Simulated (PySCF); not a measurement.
PySCF job for H5InOP2, SMILES [OH][In]([PH2])[PH2], PBE0-D3(BJ)/def2-SVP. Geometry optimised at PBE0-D3(BJ)/def2-SVP. The structure was generated by enumeration; whether it is a known compound was not checked. The def2 effective core potentials stand for the cores of In; spin–orbit coupling is left out. Other conformers were not sampled.

```python
import numpy as np
from pyscf import gto, scf, dft, df
from pyscf.hessian import thermo

mol = gto.M(
    atom='''
    In    0.17896866   -0.02899353   -0.05481709
    O     2.09640386   -0.42038778   -0.49961674
    H     2.39224611   -0.04825180   -1.33763657
    P    -0.40161633   -0.89973414    2.21930382
    H     0.27304197   -2.13137893    1.95132796
    H    -1.67043081   -1.39309633    1.78006222
    P    -1.15810915    1.37783690   -1.65628568
    H    -2.35143616    0.63528979   -1.39285293
    H    -0.78823442    0.54968103   -2.76320132
    ''',
    basis='def2-SVP',
    ecp={'In': 'def2-svp'},
    charge=0,
    spin=0,
    max_memory=1600,
    verbose=3,
)
mf = dft.RKS(mol, xc='pbe0').density_fit(auxbasis='def2-universal-jkfit')
mf.disp = 'd3bj'
mf.grids.level = 3
mf.conv_tol = 1e-11
mf.max_cycle = 100
mf.kernel()

# [left out here: the lines that compute and print the analytic Hessian (its translational invariance restored by hand, since the grid's response is missing), thermochemistry and intensities]
```

Log of the run:

```
converged SCF energy = -950.487051294048

WARN: DFTD3 does not support analytical Hessian, using finite difference


WARN: Mole.unit (angstrom) is changed to Bohr

Mode                                 0                   1                   2
Irrep
Freq [cm^-1]                       60.7369             68.7589             81.6032
Reduced mass [au]                   1.5266              2.6602              1.1810
Force const [Dyne/A]                0.0033              0.0074              0.0046
Char temp [K]                      87.3868             98.9288            117.4089
Normal mode                   x     y     z       x     y     z       x     y     z
       0  In                 0.02 -0.01 -0.01   -0.04  0.01  0.01   -0.01 -0.02 -0.01
       1   O                 0.02 -0.00 -0.01   -0.03  0.00  0.02   -0.00  0.01  0.01
       2   H                -0.00 -0.04 -0.03   -0.03 -0.02  0.01    0.01  0.02  0.02
       3   P                -0.04  0.04 -0.00    0.09 -0.04  0.02    0.00  0.03  0.01
       4   H                -0.15 -0.02  0.01   -0.05 -0.08 -0.11    0.53  0.27  0.28
       5   H                -0.08  0.15  0.01   -0.00  0.09  0.14    0.26 -0.53 -0.12
       6   P                -0.05  0.00  0.06    0.05  0.01 -0.05    0.02  0.03  0.01
       7   H                 0.11 -0.40 -0.34    0.09 -0.17 -0.34    0.03 -0.03 -0.12
       8   H                 0.38  0.39 -0.09    0.34  0.18 -0.08    0.11  0.14 -0.04
Mode                                 3                   4                   5
Irrep
Freq [cm^-1]                       99.4851            123.3123            276.6569
Reduced mass [au]                   4.6746              6.5964             11.7683
Force const [Dyne/A]                0.0273              0.0591              0.5307
Char temp [K]                     143.1369            177.4189            398.0476
Normal mode                   x     y     z       x     y     z       x     y     z
       0  In                -0.02 -0.04 -0.02   -0.00  0.01 -0.02    0.02 -0.01 -0.00
       1   O                 0.04  0.12  0.06    0.02 -0.10  0.17    0.03 -0.01 -0.00
       2   H                 0.05  0.14  0.08    0.16 -0.15  0.20    0.02 -0.01 -0.01
       3   P                 0.03  0.04  0.02    0.04 -0.00 -0.02   -0.02 -0.04  0.10
       4   H                -0.17 -0.06  0.00    0.05  0.01 -0.06   -0.03 -0.05  0.11
       5   H                -0.08  0.21  0.15    0.03 -0.01  0.02   -0.02 -0.04  0.09
       6   P                 0.02  0.04  0.02   -0.05  0.01  0.01   -0.07  0.07 -0.08
       7   H                -0.04  0.17  0.08   -0.02 -0.03  0.06   -0.06  0.05 -0.08
       8   H                -0.12  0.01  0.00   -0.07  0.03 -0.01   -0.07  0.07 -0.09
Mode                                 6                   7                   8
Irrep
Freq [cm^-1]                      297.2342            325.0808            545.2072
Reduced mass [au]                   1.0945             13.0463              1.0951
Force const [Dyne/A]                0.0570              0.8123              0.1918
Char temp [K]                     427.6539            467.7189            784.4318
Normal mode                   x     y     z       x     y     z       x     y     z
       0  In                -0.00 -0.00  0.00    0.01 -0.03  0.05   -0.00 -0.00  0.00
       1   O                 0.02  0.06  0.04    0.00 -0.01  0.00    0.00  0.00  0.00
       2   H                -0.26 -0.79 -0.44   -0.01  0.05  0.02   -0.01 -0.07 -0.03
       3   P                -0.00 -0.00 -0.01    0.03  0.04 -0.10    0.01 -0.00 -0.03
       4   H                 0.02  0.01 -0.04    0.03  0.04 -0.10   -0.07 -0.15  0.51
       5   H                 0.02 -0.00 -0.07    0.03  0.05 -0.11   -0.08 -0.06  0.31
       6   P                 0.00  0.00 -0.00   -0.05  0.05 -0.06   -0.01  0.03 -0.01
       7   H                -0.02  0.04  0.01   -0.06  0.06 -0.08    0.19 -0.25  0.17
       8   H                -0.05  0.01 -0.02   -0.05  0.05 -0.06    0.28 -0.39  0.38
Mode                                 9                  10                  11
Irrep
Freq [cm^-1]                      584.7958            597.8428            609.2916
Reduced mass [au]                   1.3111              4.7803              1.0321
Force const [Dyne/A]                0.2642              1.0066              0.2257
Char temp [K]                     841.3909            860.1627            876.6350
Normal mode                   x     y     z       x     y     z       x     y     z
       0  In                -0.02 -0.01 -0.00   -0.03  0.01  0.01   -0.00  0.00 -0.00
       1   O                 0.09 -0.01 -0.02    0.20 -0.04 -0.05   -0.01  0.00  0.00
       2   H                 0.03  0.03 -0.02    0.09 -0.00 -0.07    0.16 -0.05  0.04
       3   P                -0.00  0.01  0.03    0.00 -0.00 -0.02    0.01 -0.00  0.01
       4   H                 0.07  0.15 -0.50   -0.03 -0.07  0.23   -0.08 -0.09  0.19
       5   H                 0.09  0.06 -0.33   -0.04 -0.02  0.14    0.12  0.18 -0.51
       6   P                -0.01  0.03 -0.01    0.00 -0.01  0.01   -0.01 -0.00  0.01
       7   H                 0.24 -0.29  0.24   -0.11  0.14 -0.11   -0.30  0.33 -0.39
       8   H                 0.16 -0.25  0.25   -0.07  0.11 -0.10    0.27 -0.26  0.29
Mode                                12                  13                  14
Irrep
Freq [cm^-1]                      644.9337            760.7434           1086.8074
Reduced mass [au]                   1.0405              1.0836              1.0388
Force const [Dyne/A]                0.2550              0.3695              0.7229
Char temp [K]                     927.9160           1094.5403           1563.6738
Normal mode                   x     y     z       x     y     z       x     y     z
       0  In                -0.01  0.00  0.00    0.00  0.00 -0.01    0.00 -0.00  0.00
       1   O                -0.01  0.00  0.00    0.03 -0.04  0.05    0.00 -0.00  0.00
       2   H                 0.03  0.01  0.02   -0.87  0.35 -0.11   -0.00 -0.00 -0.00
       3   P                 0.02 -0.01  0.01    0.00 -0.00  0.00    0.01  0.02  0.00
       4   H                -0.13 -0.18  0.45   -0.02 -0.02  0.06   -0.47 -0.23 -0.11
       5   H                 0.12  0.21 -0.54    0.02  0.04 -0.10    0.21 -0.49 -0.05
       6   P                 0.01  0.00 -0.01   -0.00 -0.00  0.00   -0.01 -0.01 -0.01
       7   H                 0.23 -0.25  0.29   -0.04  0.05 -0.06   -0.07  0.24  0.36
       8   H                -0.22  0.21 -0.24    0.04 -0.04  0.04    0.38  0.21 -0.03
Mode                                15                  16                  17
Irrep
Freq [cm^-1]                     1091.1597           2392.8581           2396.4314
Reduced mass [au]                   1.0380              1.0359              1.0357
Force const [Dyne/A]                0.7281              3.4945              3.5045
Char temp [K]                    1569.9358           3442.7901           3447.9312
Normal mode                   x     y     z       x     y     z       x     y     z
       0  In                 0.00  0.00  0.00    0.00 -0.00  0.00   -0.00 -0.00 -0.00
       1   O                 0.00 -0.00 -0.00   -0.00  0.00  0.00    0.00  0.00  0.00
       2   H                 0.00  0.00  0.00   -0.00 -0.00 -0.00   -0.00  0.00  0.00
       3   P                 0.01  0.02  0.00    0.00  0.00  0.00   -0.02 -0.02 -0.01
       4   H                -0.38 -0.19 -0.09    0.02 -0.03 -0.01   -0.27  0.46  0.09
       5   H                 0.17 -0.40 -0.04   -0.06 -0.02 -0.02    0.74  0.27  0.24
       6   P                 0.01  0.02  0.01   -0.01 -0.02 -0.02   -0.00 -0.00 -0.00
       7   H                 0.08 -0.29 -0.45    0.46  0.27 -0.11    0.02  0.01 -0.00
       8   H                -0.47 -0.26  0.04   -0.22  0.45  0.64   -0.02  0.04  0.06
Mode                                18                  19                  20
Irrep
Freq [cm^-1]                     2411.1943           2415.7818           3900.0817
Reduced mass [au]                   1.0410              1.0411              1.0673
Force const [Dyne/A]                3.5659              3.5797              9.5645
Char temp [K]                    3469.1718           3475.7722           5611.3492
Normal mode                   x     y     z       x     y     z       x     y     z
       0  In                 0.00  0.00 -0.00    0.00 -0.00  0.00    0.00 -0.00  0.00
       1   O                -0.00  0.00  0.00   -0.00  0.00 -0.00   -0.02 -0.02  0.05
       2   H                -0.00  0.00 -0.00   -0.00  0.00  0.00    0.31  0.37 -0.84
       3   P                -0.00  0.00  0.00    0.03 -0.02  0.00    0.00  0.00 -0.00
       4   H                 0.04 -0.07 -0.01   -0.39  0.70  0.14    0.00  0.00 -0.00
       5   H                 0.02  0.01  0.01   -0.48 -0.19 -0.16   -0.00  0.00  0.00
       6   P                 0.03  0.00 -0.02    0.00  0.00 -0.00    0.00 -0.00 -0.00
       7   H                -0.68 -0.41  0.15   -0.06 -0.03  0.01    0.00 -0.00  0.00
       8   H                -0.14  0.31  0.42   -0.01  0.02  0.03   -0.00  0.00  0.00
temperature 298.1500 [K]
pressure 101325.00 [Pa]
Rotational constants [GHz] 3.50351 1.44764 1.03985
Symmetry number 1
Zero-point energy (ZPE) 0.04732 [Eh]   124232.171 [J/mol]
                           tot       elec      trans        rot        vib
Entropy [J/mol/K]       402.413      0.000    174.687    119.250    108.477
Cv [J/mol/K]            114.110      0.000     12.472     12.472     89.166
Cp [J/mol/K]            122.424      0.000     20.786     12.472     89.166
Internal energy [J/mol]                      3718.434   3718.434 140054.646
Internal energy [Eh]   -950.43087  -950.48705
Enthalpy [J/mol]                             6197.391   3718.434 140054.646
Enthalpy [Eh]          -950.42993
Gibbs free energy [J/mol]                  -45885.577 -31835.844 107712.358
Gibbs free energy [Eh] -950.47563
mode   freq/cm-1   IR/(km/mol)
   1       60.74         5.274
   2       68.76         1.605
   3       81.60         4.322
   4       99.49         8.466
   5      123.31        17.186
   6      276.66         1.304
   7      297.23        98.726
   8      325.08        26.076
   9      545.21         0.456
  10      584.80        16.119
  11      597.84        68.273
  12      609.29         4.667
  13      644.93         0.205
  14      760.74        94.474
  15     1086.81        10.509
  16     1091.16        22.945
  17     2392.86        28.052
  18     2396.43        33.499
  19     2411.19        39.996
  20     2415.78        42.230
  21     3900.08        48.895
max |gradient| / (hartree/bohr): 6.842897759879992e-05
APT charges: [ 1.1416 -0.8298  0.2364 -0.109  -0.0772 -0.0706 -0.1358 -0.0689 -0.0866]
```

The run converged.
